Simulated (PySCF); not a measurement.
**How the method changes the constants of CdCl**

State: ²Σ⁺ (doublet), unpaired electrons σ ↑. Set-up: Cd def2-SVP with ECP28, Cl def2-SVP; scalar-relativistic core potentials (PySCF 2.14). De refers to Cd + Cl in their high-spin ground configurations, without counterpoise correction. The functionals are run spin-unrestricted. A positive dipole means Cd(−)Cl(+).

```tsv
Level	Re (Å)	ωe (cm⁻¹)	De (eV)	μ (D)
UHF	2.383	338	1.58	-3.95
UHF-MP2	2.337	357	1.72	n/a
UHF-SCS-MP2	2.348	352	1.57	n/a
UHF-CCSD	2.355	347	1.55	n/a
UHF-CCSD(T)	2.355	345	1.58	n/a
LDA	2.337	329	2.31	-2.51
PBE	2.391	302	1.92	-2.85
r²SCAN	2.365	324	2.09	-3.16
PBE0	2.368	323	1.95	-3.26
r²SCAN0	2.355	335	2.04	-3.39
M06	2.387	310	1.64	-3.32
```

The bond length runs from 2.337 Å (LDA) to 2.391 Å (PBE). De spans 1.55 eV (UHF-CCSD, coupled cluster) to 2.31 eV (LDA, local density). Correlation at CCSD(T) changes the Hartree–Fock bond energy by +0.00 eV; the triples alone change it by +0.03 eV.

Correlated steps freeze 5 core orbitals. Correlated levels converge slowly with the basis: in double zeta they bind strong bonds too weakly, by up to about 1 eV, and carry superposition errors of some tenths. Spin–orbit coupling is left out. The state is the lowest determinant that a PBE0 search found; another state may lie lower at other levels.

The whole job (state search and all levels along the bond) took about 3.2 min on 1 thread of Arm Neoverse V1 (shared host), peak memory 0.54 GiB.
